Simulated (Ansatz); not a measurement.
A structure relaxed at PBE0-D4/def2-TZVP, charge 0, multiplicity 1:

Cartesian coordinates in Å:
```
F 0.3754 -1.0452 0.8847
B 0.0491 0.0162 0.1914
F 0.0515 1.1861 0.7789
I -0.4761 -0.1571 -1.8550
```

(1) Give its formula and SMILES.

(2) Point group (tolerance 0.08 Å, 0.16 Å for H)?

(3) Summarise the bond lengths by kind.

## Answers

(1) BF2I, `FB(F)I`.

(2) C2v.

(3) 2 × B–F 1.309 Å; 1 × B–I 2.120 Å.

Results of the Gaussian-basis code of Ansatz.
